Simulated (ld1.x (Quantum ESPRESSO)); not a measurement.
## Which change was made? (B, ultrasoft)

ld1.x (Quantum ESPRESSO) 7.5 input, shortened:

```
&input
   title='B', zed=5., rel=0, dft='PBE', iswitch=3,
   config='[He] 2s2 2p0'
 /
 &inputp
   pseudotype=3, tm=.true., lloc=-1, rcloc=1.50,
   nlcc=.false.
 /
4
1S  1  0   2.00   0.00  0.50  0.65  0.0
2S  2  0   2.00   0.00  0.50  0.65  0.0
2P  2  1   0.00   0.00  1.85  2.20  0.0
2P  2  1   0.00  -0.50  1.85  2.20  0.0
 &test
   configts(1)='1s2 2s2 2p0'
 /
```

Cutoffs, loose and tight: the cutoffs (Ry, on a coarse ladder) from which the occupation-weighted sum of valence levels, in a spherical-Bessel basis at the reference potential, stays within 10 and 1 mRy of its value at 400 Ry. They do not see the model core or the augmentation charge, which bear on the density cutoff. Test errors are all-electron minus pseudo excitation energies from the reference, over the configurations 1s2 2s2 2p1; 1s2 2s1 2p0; 1s2 2s0 2p0; 1s2 2s2 2p1.3; 1s2 2s1 2p1; 1s2 2s2 2p0.5; 1s1 2s2 2p1; variants that change the core or the reference have their own tests. The largest error is taken over the tests solved by every variant that gives reliable tests at all, those not shown here included: 1s2 2s0 2p0; 1s2 2s1 2p0; 1s2 2s1 2p1; 1s2 2s2 2p0.5; 1s2 2s2 2p1; 1s2 2s2 2p1.3.

The base gives: outcome: generated, misses its reference levels by 7.70 eV; bound ghosts: not determined; largest test error (meV): +7203.

After one change the result is: outcome: generated, misses its reference levels by 7.78 eV; bound ghosts: not determined; largest test error (meV): +6911. Which change was it?
A. local potential all-electron potential smoothed inside 0.82 bohr (lloc = -1)
B. local potential all-electron potential smoothed inside 1.84 bohr (lloc = -1)
C. local potential all-electron potential smoothed inside 1.30 bohr (lloc = -1)

C. The others give: local potential all-electron potential smoothed inside 0.82 bohr (lloc = -1) → outcome: generated, misses its reference levels by 5.94 eV; bound ghosts: not determined; largest test error (meV): +7796 | local potential all-electron potential smoothed inside 1.84 bohr (lloc = -1) → outcome: generated, misses its reference levels by 7.17 eV; bound ghosts: not determined; largest test error (meV): +7582.
